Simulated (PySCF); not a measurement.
C2H7ClOSi. Atoms are numbered in the order given.

```xyz
12

O     -2.3881     0.4520     1.0527
C     -2.2358    -0.2849    -0.1516
C     -0.8875    -0.0050    -0.8166
Si     0.4918     0.0237     0.4750
Cl     2.3172    -0.1488    -0.5349
H     -2.4322     1.3920     0.8300
H     -2.2934    -1.3450     0.1421
H     -3.0757    -0.0989    -0.8489
H     -0.6540    -0.7652    -1.5810
H     -0.8932     0.9682    -1.3401
H      0.3736    -1.1319     1.4012
H      0.5438     1.3020     1.2288
```
Charge 0, spin multiplicity 1.

Coordinates come from a B3LYP-D3(BJ)/def2-SVP optimisation. Other conformers were not sampled.

Computed with PBE/def2-TZVP run with PySCF.

Isolated molecule, no solvent.

- total energy: -904.93888 hartree
- highest occupied level: -6.65 eV
- lowest empty level: -0.65 eV
- orbital gap: 6.00 eV
- dipole moment: 2.45 D
- quadrupole, principal values (traceless, Buckingham form, about the centre of nuclear charge): -9.72, 2.81, 6.90 D·Å
- mean static polarisability: 68.5 bohr³ (10.15 Å³)
- polarisability, principal values: 58.8, 63.9, 82.9 bohr³
